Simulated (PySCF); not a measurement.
AlHg⁺ at PW91

Computed with PW91; Al def2-SVPD, Hg def2-SVPD with ECP60; scalar-relativistic core potentials (PySCF 2.14).

```
state                                                                                                              : ¹Σ⁺ (singlet), closed shell
bond length                                                                                                        : 291.8 pm
harmonic wavenumber                                                                                                : 143 cm⁻¹
force constant                                                                                                     : 0.288 mdyn/Å
rotational constant Be                                                                                             : 0.08319 cm⁻¹
anharmonicity ωexe                                                                                                 : 0.964 cm⁻¹
vibration–rotation constant αe                                                                                     : 0.000727 cm⁻¹
well depth De to Al⁺ + Hg                                                                                          : 0.66 eV
dissociation energy D0                                                                                             : 0.65 eV
HOMO–LUMO gap                                                                                                      : 3.48 eV
bond order (Mayer)                                                                                                 : 0.66
dipole moment (positive dipole points towards Hg; it is taken about the centre of mass and depends on that origin) : -7.78 D
```

Closed-shell solutions of metal pairs were not tested for spin polarisation, which can lower them a little. Spin–orbit coupling is left out. For an ion De counts to the pair picked by the measured ionisation energies or electron affinities, which need not be the lowest pair at this level.
